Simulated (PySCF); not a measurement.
## Electronic structure of Si (silicon, neutral) at the UHF level

Configuration: [Ne] 3s2 3p2, high-spin 3P determinant. Computed with PySCF 2.14 in jorge-DZP-DKH (7s4p1d, 24 functions), with the spin-free X2C one-electron Hamiltonian (Gaussian nucleus).

* Total energy: -289.449856 hartree
* One-electron energy: -401.4232 hartree
* Hartree (Coulomb) energy: 132.3451 hartree
* Exchange energy: -20.3718 hartree
* ⟨S²⟩: 2.0108
* ⟨L²⟩: 2.032
* Sum of ⟨r⟩: 14.41 bohr
* Sum of ⟨r²⟩: 31.63 bohr²
* Traceless quadrupole moment −½Σ⟨3z² − r²⟩ along its main axis: 3.47 e·bohr²
* Langevin diamagnetic susceptibility: -25.1 ×10⁻⁶ cm³/mol
* Time after the integrals: 0.07 s of wall time on 1 thread of Neoverse-V1 (shared host)

```csv
shell,electrons,mean orbital energy (eV),spread (eV),"rms radius, mean of both spins (bohr)"
1s α,1,-1876.9,0,0.129
1s β,1,-1876.7,0,0.129
2s α,1,-168.24,0,0.613
2s β,1,-167.93,0,0.613
2p α,3,-115.95,0.300,0.599
2p β,3,-115.37,0.363,0.599
3s α,1,-16.827,0,2.37
3s β,1,-12.567,0,2.37
3p α,2,-8.124,0,2.95
```

Densities and radii are taken from the X2C orbitals without a picture-change correction, which distorts them close to the nucleus.
